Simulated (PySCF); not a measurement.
CI₂, singlet: computed properties

These are results of PySCF, PBE0, basis C def2-TZVP, I def2-TZVP with ECP28 (scalar-relativistic core potentials, no spin–orbit coupling, density fitting), not measurements.

The structure is a minimum.

Coordinates in bohr (charge 0 multiplicity 1):
```
C     0.0000    0.0000   -2.0977
I     3.2638    0.0000    0.0992
I    -3.2638    0.0000    0.0992
```

```
Point group                                                                   : C2v
Bond lengths                                                                  : C–I 2.082 Å (×2)
Bond angles                                                                   : I–C–I 112.1°
Rotational symmetry number                                                    : 2
Heat capacity Cp at 298.15 K                                                  : 50.5 J/(mol K)
Enthalpy at 298.15 K above 0 K                                                : 12.61 kJ/mol
Entropy at 298.15 K and 1 bar                                                 : 304.1 J/(mol K)
Principal quadrupole moments (Buckingham, traceless) about the centre of mass : -5.83, 0.35, 5.48 D Å
Dipole moment                                                                 : 1.31 D
Lowest empty level                                                            : -3.65 eV
Zero-point energy                                                             : 7.6 kJ/mol
Principal polarisabilities                                                    : 49.0, 61.8, 128.3 bohr³
Atomisation energy without zero-point energy                                  : 533 kJ/mol
Rotational constants                                                          : 1.089, 0.02227, 0.02182 cm⁻¹
Highest occupied level                                                        : -6.85 eV
```

Harmonic modes (masses in u: C 12.000, I 126.904):
| symmetry | ω (cm⁻¹) | IR (km/mol) |
| --- | --- | --- |
| a1 | 136 | 0.5 |
| a1 | 517 | 3.0 |
| b2 | 623 | 269 |

In C2v the vibrations span 2a1 + b2. Here b1 is antisymmetric to the molecular plane and b2 lies in it.

Charges (e):
```tsv
atom	Mulliken	Löwdin	polar tensor	Mayer order to C1
C1	-0.22	-0.70	0.56	–
I2,3	0.11	0.35	-0.28	1.35
```

Mulliken populations on C1: s 3.84, p 2.29, d 0.09, f 0.00.

Outer orbital energies (eV). occupied: -19.94, -15.63, -10.85, -9.75, -9.57, -8.12, -7.62, -6.85; empty: -3.65, -1.73, -0.22, 3.25.

Only a few start shapes were tried, so a lower isomer may exist. At the minimum of this search the closed-shell solution is unstable towards spin polarisation, so a lower open-shell solution exists.

The final relaxation and frequency run took roughly 90 core-seconds on a shared host.
